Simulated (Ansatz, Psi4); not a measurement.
The Psi4 input:
```
memory 2 GB

molecule mol {
1 2
  Ti    0.301376    0.057665    0.361041
  O     0.504710    0.081928   -1.289394
  O    -1.333495   -0.240506    0.296531
}

set basis def2-svpd
set reference uks
set scf_type pk
set puream true
set d_convergence 1e-8
set dft_radial_points 99
set dft_spherical_points 590

energy('wb97x')
print_variables()
```

Question: Give the equivalent Ansatz (a first-principles code) input.

Answer: One answer among several that fit: 
Ansatz 0.2 input:
```yaml
crystal:
  periodic: [false, false, false]
  atoms:
    - {symbol: Ti, position_ang: [0.30137621, 0.05766473, 0.36104120]}
    - {symbol: O, position_ang: [0.50471034, 0.08192814, -1.28939438]}
    - {symbol: O, position_ang: [-1.33349493, -0.24050615, 0.29653107]}
basis:
  gaussian:
    orbitals: def2-SVPD
hamiltonian:
  xc: {name: wB97X}
total_charge: 1
magnetization: {spin_polarized: true, initial_magnetization: 1}
accuracy: high
```

Both were run: Psi4 gave -999.325877 Eh and Ansatz -999.325914 Eh, 0.037 mEh apart.
